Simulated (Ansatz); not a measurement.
`[SiH3][Si]1(Cl)P[Te]1` → Cl• + 4 H• + P• + 2 Si• + Te•  (atomization)

Calculated with Ansatz (gas phase, PBE0-D4/def2-TZVP geometries, no zero-point term in ΔE). CCSD(T)/CBS is the MP2 limit (def2-TZVPP, def2-QZVPP) plus CCSD(T) − MP2 in def2-TZVPP, frozen cores. This one scheme is used for every species, atoms too. For atomizations the MP2-based limit and the directly extrapolated one differ by several kJ/mol either way, and by 10 to 25 for some Ge, Se and Sn compounds, so smaller differences from it don't rank the levels. Functionals use def2-TZVPP. B3LYP here is the variant with VWN-RPA as its local correlation; programs differ in this. No spin–orbit coupling; open shells (•) take unrestricted orbitals. Spin–orbit coupling would lower the free atoms: a little for Cl, Si; strongly for Te. Elements past krypton have def2 core potentials. Bonds to Te are less sure, by a few kJ/mol each and by 10 to 20 or more in all where they break to atoms, as the def2 sets lack core-valence functions.

`[SiH3][Si]1(Cl)P[Te]1`:

Cartesian coordinates in Å:
```
Si -0.400 0.540 -1.377
Si 0.803 -0.219 0.460
Cl 2.709 -0.785 -0.056
P -0.155 -1.439 2.057
Te 0.484 0.959 2.582
H -1.777 0.834 -0.904
H -0.432 -0.503 -2.435
H 0.238 1.771 -1.910
H -1.471 -1.157 1.584
```

What is ΔE at CCSD(T)/CBS? (An estimate is asked.)

Ansatz gave: +26.62 eV.

What do these levels give: revPBE-D4, B3LYP-D4, r2SCANh-D4, revPBE, PBE0, r2SCANh, HF/def2-SVP, CCSD(T)/def2-SVP, HF/def2-TZVPP, MP2/def2-TZVPP, HF/CBS(def2), CCSD/CBS(def2)? (Best estimate.)

Computed: revPBE-D4 26.29, B3LYP-D4 26.33, r2SCANh-D4 26.43, revPBE 25.38, PBE0 26.12, r2SCANh 26.33, HF/def2-SVP 17.47, CCSD(T)/def2-SVP 23.40, HF/def2-TZVPP 18.10, MP2/def2-TZVPP 25.71, HF/CBS(def2) 18.16, CCSD/CBS(def2) 25.99 eV.

Largest T1 diagnostic among the species: 0.013.

In def2-TZVPP, CCSD(T) changes the Hartree–Fock value by +7.29 eV (the triples alone add +0.63 eV) and MP2 by +7.61 eV; breaking electron pairs costs correlation energy, which Hartree–Fock lacks. Leaving LDA and LC-ωPBE aside and taking each functional with its dispersion term where it has one, the values, not all of them listed here, spread over 1.18 eV, from B2PLYP to B97M-V. LDA lies +3.88 eV from PBE without D4, its usual overbinding. From r2SCAN to r2SCAN0 (25 % exact exchange), in def2-TZVPP and without D4, ΔE moves by −0.42 eV: exact exchange takes away binding that semilocal exchange gives to molecules.
